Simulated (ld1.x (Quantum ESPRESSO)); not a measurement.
# Reading a pseudo-wave (Ni (Z = 28))

Columns: radius, all-electron u(r) and pseudo u(r) of the 4p shell (level -7.58 eV) of nickel in the configuration [Ar] 3d8 4s1 4p0; PBE, scalar-relativistic, TM scheme, ld1.x (Quantum ESPRESSO) 7.5.

```tsv
r (bohr)	all-electron	pseudo
0.125	0.1363	0.0026
0.250	0.0214	0.0103
0.375	-0.1404	0.0232
0.500	-0.2229	0.0413
0.625	-0.2229	0.0645
0.750	-0.1691	0.0930
0.875	-0.0878	0.1266
1.000	0.0038	0.1650
1.125	0.0953	0.2076
1.250	0.1816	0.2538
1.375	0.2599	0.3021
1.500	0.3291	0.3510
1.625	0.3890	0.3987
1.750	0.4398	0.4431
1.875	0.4820	0.4827
2.000	0.5163	0.5162
2.125	0.5431	0.5430
2.250	0.5633	0.5633
2.375	0.5775	0.5775
2.500	0.5863	0.5863
2.625	0.5903	0.5903
2.750	0.5902	0.5902
2.875	0.5864	0.5864
3.000	0.5796	0.5796
3.125	0.5701	0.5701
3.250	0.5585	0.5585
```

How many radial nodes do the two functions have?

The all-electron 4p function has n − l − 1 = 2; the pseudo-wave has 0, since the states of the same l below it are removed with the core.

At about which radius was the pseudo-wave matched?

2.50 bohr. The columns agree to 0.0005 from 2.00 bohr on; several derivatives are matched, so the curves merge somewhat inside the radius.

Where does each function peak?

Outermost all-electron maximum near 2.62 bohr, pseudo maximum near 2.62 bohr (to the table’s step).

Is the pseudo-wave norm-conserving?

Yes: the TM scheme keeps the norm inside the radius equal to the all-electron one, which fixes the energy derivative of the logarithmic derivative at the level.
